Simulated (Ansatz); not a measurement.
Species: C6H15ClSi, SMILES `C(C)[Si](CC)(Cl)CC` (charge 0, multiplicity 1), formula C₆H₁₅ClSi.

Question: How many basis functions does frozen-core CCSD(T)/cc-pVDZ // B3LYP-D3(BJ)/def2-SVP (Ansatz, a program for electronic structure) use, how many core orbitals are frozen, and how many electrons are correlated?

Answer: 195 basis functions and 16 frozen orbitals, which leaves 50 correlated electrons. Core time is of the order of minutes.
